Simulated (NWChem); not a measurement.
System: B2, triplet; SMILES [B][B]

Excerpt of the output:

```
             Northwest Computational Chemistry Package (NWChem) 7.3.0
             --------------------------------------------------------

 ORDER OF PRIMARY AXIS IS BEING SET TO 4
 D4H symmetry detected

                             Geometry "geometry" -> ""
                             -------------------------

 Output coordinates in angstroms (scale by  1.889725989 to convert to a.u.)

  No.       Tag          Charge          X              Y              Z
 ---- ---------------- ---------- -------------- -------------- --------------
    1 B                    5.0000     0.00000000     0.00000000    -0.81277200
    2 B                    5.0000     0.00000000     0.00000000     0.81277200

 Effective nuclear repulsion energy (a.u.)       8.1384639388

      Symmetry information
      --------------------

 Group name             D4h
 Group number             28
 Group order              16
 No. of unique centers     1

                                Z-matrix (autoz)
                                --------

 Units are Angstrom for bonds and degrees for angles

      Type          Name      I     J     K     L     M      Value
      ----------- --------  ----- ----- ----- ----- ----- ----------
    1 Stretch                  1     2                       1.62554

                           NWChem Geometry Optimization
                           ----------------------------

 maximum gradient threshold         (gmax) =   0.000450
 rms gradient threshold             (grms) =   0.000300
 maximum cartesian step threshold   (xmax) =   0.001800
 rms cartesian step threshold       (xrms) =   0.001200
 fixed trust radius                (trust) =   0.300000
 source of zmatrix                         =   autoz

          -------------------
          Energy Minimization
          -------------------

 Using diagonal initial Hessian
 Scaling for Hessian diagonals: bonds = 1.00  angles = 0.25  torsions = 0.10

          --------
          Step   0

                                 NWChem DFT Module
                                 -----------------

 Summary of "ao basis" -> "ao basis" (spherical)
 ------------------------------------------------------------------------------
       Tag                 Description            Shells   Functions and Types
 ---------------- ------------------------------  ------  ---------------------
 B                        aug-cc-pvdz                9       23   4s3p2d

      Symmetry analysis of basis
      --------------------------

        a1g         9
        a1u         0
        a2g         0
        a2u         9
        b1g         2
        b1u         2
        b2g         2
        b2u         2
        eg         10
        eu         10

            General Information
            -------------------
          SCF calculation type: DFT
          Wavefunction type:  spin polarized.
          No. of atoms     :     2
          No. of electrons :    10
           Alpha electrons :     6
            Beta electrons :     4
          Charge           :     0
          Spin multiplicity:     3
          Use of symmetry is: on ; symmetry adaption is: on
          Maximum number of iterations: 150
          AO basis - number of functions:    46
                     number of shells:    18
          Convergence on energy requested:  1.00D-06
          Convergence on density requested:  1.00D-05
          Convergence on gradient requested:  5.00D-04

              XC Information
              --------------
                         B3LYP Method XC Potential
                     Hartree-Fock (Exact) Exchange  0.200
                        Slater Exchange Functional  0.800 local
                    Becke 1988 Exchange Functional  0.720 non-local
              Lee-Yang-Parr Correlation Functional  0.810
                  VWN I RPA Correlation Functional  0.190 local

             Grid Information
             ----------------
          Grid used for XC integration:  medium
          Radial quadrature: Mura-Knowles
          Angular quadrature: Lebedev.
          Tag              B.-S. Rad. Rad. Pts. Rad. Cut. Ang. Pts.
          ---              ---------- --------- --------- ---------
          B                   0.85       49          13.0       434
          Grid pruning is: on
          Number of quadrature shells:    49
          Spatial weights used:  Erf1

      Superposition of Atomic Density Guess
      -------------------------------------

 Sum of atomic energies:         -49.06626551

      Non-variational initial energy
      ------------------------------

 Total energy =     -49.180499
 1-e energy   =     -80.764499
 2-e energy   =      23.445537
 HOMO         =      -0.111667
 LUMO         =      -0.111667

 !!!!!!!!!!!!!!!!!!!!!!!!!!!!!!!!!!!!!!!!!!!!!!!!!!!!!!!!!!!!!!!!!!!!!!
 Warning - the HOMO and LUMO are degenerate and you are using symmetry.
 This can lead to non-variational energies and poor convergence.
 Modify the initial guess, or use an open-shell wavefunction, or turn
 off symmetry.
 !!!!!!!!!!!!!!!!!!!!!!!!!!!!!!!!!!!!!!!!!!!!!!!!!!!!!!!!!!!!!!!!!!!!!!

   Symmetry analysis of molecular orbitals - initial alpha
   -------------------------------------------------------

[...]

      ----------------------
      Optimization converged
      ----------------------

  Step       Energy      Delta E   Gmax     Grms     Xrms     Xmax
  ---- ---------------- -------- -------- -------- -------- --------
@    2     -49.41685996 -4.6D-07  0.00000  0.00000  0.00064  0.00110
                                     ok       ok       ok       ok

                                Z-matrix (autoz)
                                --------

 Units are Angstrom for bonds and degrees for angles

      Type          Name      I     J     K     L     M      Value     Gradient
      ----------- --------  ----- ----- ----- ----- ----- ---------- ----------
    1 Stretch                  1     2                       1.62763    0.00000

                         Geometry "geometry" -> "geometry"
                         ---------------------------------

 Output coordinates in angstroms (scale by  1.889725989 to convert to a.u.)

  No.       Tag          Charge          X              Y              Z
 ---- ---------------- ---------- -------------- -------------- --------------
    1 B                    5.0000     0.00000000     0.00000000    -0.81381694
    2 B                    5.0000     0.00000000     0.00000000     0.81381694

 Effective nuclear repulsion energy (a.u.)       8.1280142072

      Symmetry information
      --------------------

 Group name             D4h
 Group number             28
 Group order              16
 No. of unique centers     1

                Final and change from initial internal coordinates
                --------------------------------------------------

                                Z-matrix (autoz)
                                --------

 Units are Angstrom for bonds and degrees for angles

      Type          Name      I     J     K     L     M      Value       Change
      ----------- --------  ----- ----- ----- ----- ----- ---------- ----------
    1 Stretch                  1     2                       1.62763    0.00209

 ==============================================================================
                                internuclear distances
 ------------------------------------------------------------------------------
       center one      |      center two      | atomic units |  angstroms
 ------------------------------------------------------------------------------
    2 B                |   1 B                |     3.07578  |     1.62763
 ------------------------------------------------------------------------------
                         number of included internuclear distances:          1
 ==============================================================================

[second-derivative integrals and response iterations left out]

  Vibrational analysis via the FX method

  See chapter 2 in "Molecular Vibrations" by Wilson, Decius and Cross

  Vib: Default input used

[...]

 Rotational Constants
 --------------------
 A=   0.000000 cm-1  (  0.000000 K)
 B=   1.155997 cm-1  (  1.663184 K)
 C=   1.155997 cm-1  (  1.663184 K)

 Temperature                      =   298.15K
 frequency scaling parameter      =   1.0000

 Linear Molecule

 Zero-Point correction to Energy  =    1.428 kcal/mol  (  0.002275 au)
 Thermal correction to Energy     =    2.931 kcal/mol  (  0.004672 au)
 Thermal correction to Enthalpy   =    3.524 kcal/mol  (  0.005615 au)

 Total Entropy                    =   46.202 cal/mol-K
   - Translational                =   35.191 cal/mol-K (mol. weight =  22.0186)
   - Rotational                   =   10.916 cal/mol-K (symmetry #  =        2)
   - Vibrational                  =    0.094 cal/mol-K

 Cv (constant volume heat capacity) =    5.344 cal/mol-K
   - Translational                  =    2.979 cal/mol-K
   - Rotational                     =    1.986 cal/mol-K
   - Vibrational                    =    0.378 cal/mol-K

[normal modes left out]

 ----------------------------------------------------------------------------
 Normal Eigenvalue ||           Projected Infra Red Intensities
  Mode   [cm**-1]  || [atomic units] [(debye/angs)**2] [(KM/mol)] [arbitrary]
 ------ ---------- || -------------- ----------------- ---------- -----------
    1        0.000 ||    0.000000           0.000         0.000      13.982
    2        0.000 ||    0.000000           0.000         0.000      13.982
    3        0.000 ||    0.000000           0.000         0.000      13.982
    4        0.000 ||    0.000000           0.000         0.000      13.982
    5        0.000 ||    0.000000           0.000         0.000       4.071
    6      999.176 ||    0.000000           0.000         0.000       0.000
 ----------------------------------------------------------------------------
```

Level: B3LYP/aug-cc-pVDZ, spin-unrestricted. No stability test was run on the SCF state.

### Question
Which NWChem input produces such a log?

### Answer
One answer among several that fit: the input that was run:
```
start job
memory heap 200 mb stack 900 mb global 1100 mb
geometry units angstroms
  B      0.000000     0.000000    -0.812772
  B      0.000000     0.000000     0.812772
end
basis spherical
  * library aug-cc-pvdz
end
dft
  odft
  mult 3
  xc b3lyp
  iterations 150
end
driver
  maxiter 120
end
task dft optimize
task dft freq
```
